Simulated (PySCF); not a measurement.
Exact mass, isotope pattern and composition

Species: BF3OEt2, `CC[O+](CC)[B-](F)(F)F`.

Calculated from tabulated atomic weights, isotope masses and abundances; no fragmentation.

Question: Find the molar and monoisotopic masses of C4H10BF3O.

Answer: For C4H10BF3O, with standard atomic weights, 4 × 12.011 + 1 × 15.999 + 1 × 10.810 + 3 × 18.998 + 10 × 1.008 = 141.927 g/mol. From the most abundant isotopes (12C, 16O, 11B, 19F, 1H), 4 × 12.000000 + 1 × 15.994915 + 1 × 11.009305 + 3 × 18.998403 + 10 × 1.007825 = 142.0777 u.

Question: What cluster does the molecular ion M+• show when like nominal masses merge?

Answer: 
```tsv
nominal mass	m/z (centroid)	relative intensity
141	141.0808	24.6
142	142.0772	100.0
143	143.0806	4.5
144	144.0822	0.3
```

Lines under 0.1 % of the tallest are left out. One electron mass, 0.00055 u, is taken off. Abundances used (%; other tables differ somewhat): 12C 98.93, 13C 1.07; 16O 99.757, 17O 0.038, 18O 0.205; 10B 19.9, 11B 80.1; 1H 99.9885, 2H 0.0115.

Question: Protons, neutrons, electrons, and exact less nominal mass of the monoisotopic species?

Answer: 74 protons, 68 neutrons and 74 electrons; 142.0777 − 142 = +0.0777 u.

Question: Which m/z would the protonated, sodiated and deprotonated molecule have?

Answer: [M+H]+ 143.0850, [M+Na]+ 165.0669, [M−H]− 141.0704, for the monoisotopic species (arithmetic only; whether such ions form is another matter).

Question: Give the mass fraction of each element.

Answer: C 33.85 %, O 11.27 %, B 7.62 %, F 40.16 %, H 7.10 %.

Question: What resolving power m/Δm just matches the spacing of the species with one 13C and with one 2H?

Answer: They lie 0.00292 u apart at mass 143.08, so m/Δm is about 49000.
